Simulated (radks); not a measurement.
Species: Ir XXXIV. Configuration: [Kr] 4d8. Calculated with a radial shooting solver on a logarithmic mesh with Libxc functionals: scalar-relativistic Kohn-Sham, LB94 model potential, spin-polarised, spherical densities, finite nucleus; open shells are filled with parallel spins first (spin-orbit coupling, left out, can overturn this in heavy ions); Fermi nuclear charge, rms radius 5.4032 fm.

Normalised radial functions P(r) = r R(r), r in bohr:

r          3d down    4d up
0.0006522   0.0000   0.0000
0.0009349   0.0000   0.0000
0.001351    0.0001   0.0001
0.001936    0.0003   0.0002
0.002797    0.0007   0.0004
0.004009    0.0019   0.0011
0.005747    0.0050   0.0030
0.008303    0.0132   0.0079
0.0119      0.0337   0.0202
0.01706     0.0837   0.0500
0.02465     0.2018   0.1201
0.03533     0.4453   0.2626
0.05104     0.9026   0.5216
0.07316     1.5656   0.8634
0.1049      2.2413   1.0962
0.1515      2.4762   0.8030
0.2172      1.9146  -0.2535
0.3113      0.9091  -1.4696
0.4497      0.2137  -1.6822
0.6446      0.0205  -0.8513
0.9314      0.0005  -0.1603
1.335       0.0000  -0.0085

3d down: eigenvalue -3364.3 eV, 0 radial nodes, <r> = 0.172 bohr, 90 % of the charge inside 0.265 bohr. 4d up: eigenvalue -1447.4 eV, 1 radial node at r = 0.202 bohr, <r> = 0.415 bohr, 90 % of the charge inside 0.606 bohr.
